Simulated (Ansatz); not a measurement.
`F[SiH](F)S[SiH3]`, relaxed with RKS PBE-D4/def2-SVP in Ansatz 0.2.0 from a rough embedded geometry. The force threshold is 0.03 eV/Å; the program also tests the step.

Total charge 0; spin multiplicity 1.

Start:

```xyz
9

F    -1.453    0.951    1.164
Si   -1.167    0.873   -0.420
F    -1.866    2.115   -1.113
S     0.877    0.984   -0.785
Si    1.265   -0.820    0.322
H    -1.723   -0.362   -0.962
H     0.466   -1.946   -0.235
H     0.897   -0.633    1.790
H     2.703   -1.163    0.238
```

How much energy does the relaxation release, and in how many steps? (Estimate.)

The calculation gave: 4.37 kcal/mol, in 29 steps, 4 of them rejected.

Which bonds change most? (An estimate is asked.)

Ansatz gave: Si2–S4 from 2.079 to 2.126 Å; Si2–F3 from 1.584 to 1.627 Å; S4–Si5 from 2.152 to 2.185 Å; Si2–H6 from 1.460 to 1.489 Å.

Give the relaxed structure. (Best estimate.)

The calculation gave: 
```xyz
9

F    -1.704   -0.168    0.610
Si   -1.285    0.769   -0.662
F    -1.319    2.302   -0.120
S     0.658    0.202   -1.312
Si    1.343   -0.773    0.520
H    -2.296    0.637   -1.746
H     0.634   -2.077    0.738
H     1.169    0.124    1.710
H     2.800   -1.016    0.261
```
